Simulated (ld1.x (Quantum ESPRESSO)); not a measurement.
**Reading a pseudo-wave (argon (Ar))**

Columns: radius, all-electron u(r) and pseudo u(r) of the 3s shell (level -24.20 eV) of argon in the configuration [Ne] 3s2 3p6; PBEsol, scalar-relativistic, TM scheme, ld1.x (Quantum ESPRESSO) 7.5.

| r (bohr) | all-electron | pseudo |
| --- | --- | --- |
| 0.062 | 0.2239 | 0.0295 |
| 0.125 | -0.0573 | 0.0604 |
| 0.188 | -0.3217 | 0.0935 |
| 0.250 | -0.4492 | 0.1293 |
| 0.312 | -0.4507 | 0.1693 |
| 0.375 | -0.3599 | 0.2155 |
| 0.438 | -0.2136 | 0.2683 |
| 0.500 | -0.0447 | 0.3274 |
| 0.562 | 0.1286 | 0.3937 |
| 0.625 | 0.2960 | 0.4677 |
| 0.688 | 0.4465 | 0.5465 |
| 0.750 | 0.5743 | 0.6255 |
| 0.812 | 0.6808 | 0.7021 |
| 0.875 | 0.7671 | 0.7729 |
| 0.938 | 0.8326 | 0.8325 |
| 1.000 | 0.8785 | 0.8773 |
| 1.062 | 0.9081 | 0.9074 |
| 1.125 | 0.9237 | 0.9235 |
| 1.188 | 0.9270 | 0.9270 |
| 1.250 | 0.9203 | 0.9203 |
| 1.312 | 0.9056 | 0.9056 |
| 1.375 | 0.8841 | 0.8841 |
| 1.438 | 0.8576 | 0.8576 |
| 1.500 | 0.8277 | 0.8277 |
| 1.562 | 0.7952 | 0.7952 |
| 1.625 | 0.7603 | 0.7603 |

(1) How many radial nodes do the two functions have?

(2) At about which radius was the pseudo-wave matched?

(3) Where does each function peak?

(4) Is the pseudo-wave norm-conserving?

## Answers

(1) The all-electron 3s function has n − l − 1 = 2; the pseudo-wave has 0, since the states of the same l below it are removed with the core.

(2) 1.25 bohr. The columns agree to 0.0005 from 1.12 bohr on; several derivatives are matched, so the curves merge somewhat inside the radius.

(3) Outermost all-electron maximum near 1.19 bohr, pseudo maximum near 1.19 bohr (to the table’s step).

(4) Yes: the TM scheme keeps the norm inside the radius equal to the all-electron one, which fixes the energy derivative of the logarithmic derivative at the level.
